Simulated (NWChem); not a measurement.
## Spin states of Se

SMILES: [Se]
```xyz
1

Se     0.0000     0.0000     0.0000
```
Charge 0, spin multiplicity 3.

The numbers come from NWChem runs, not from measurements.

Basis set: def2-TZVP. The gap is E(triplet) − E(singlet), so a negative value puts the higher spin lower. Open shells are unrestricted, coupled cluster uses restricted open-shell references, and the singlet is the closed-shell solution. The triplet is the single determinant that the SCF runs reached, with unpaired electrons in orbitals of symmetry b1u and b3u (D2h labels); it need not be the lowest triplet, which in molecules with degenerate π orbitals can need several determinants. Where the lowest singlet needs several determinants, the single determinant used here isn't a pure state and places it wrongly.

```
method      vertical singlet-triplet gap (kcal/mol)  relative cost            remark  difference from CCSD(T)
----------  ---------------------------------------  -------------  ----------------  -----------------------
B3LYP                                         -34.5              1                 -                     -5.4
BHandHLYP                                     -36.7        under 3                 -                     -7.6
HF                                            -48.7        under 3                 -                    -19.6
B2PLYP                                        -35.6        under 3                 -                     -6.5
MP2                                           -39.0        under 3                 -                     -9.9
CCSD(T)                                       -29.1             10  large amplitudes                      0.0
CR-CCSD(T)                                    -30.0             10  large amplitudes                     -0.9
```

The values span 19.6 kcal/mol, from HF (lowest) to CCSD(T) (highest). Relative cost: rough, from shared machines, SCF included, B3LYP = 1.

The Hamiltonian is non-relativistic. The correlated methods keep 9 core orbitals frozen. B3LYP has NWChem's definition, with VWN1-RPA local correlation. The stability of the SCF solutions was not checked. Open-shell Hartree-Fock references start from PBE0 orbitals; any time given for them includes that run. No row is a measurement; the coupled-cluster row has its own basis-set and correlation limits.
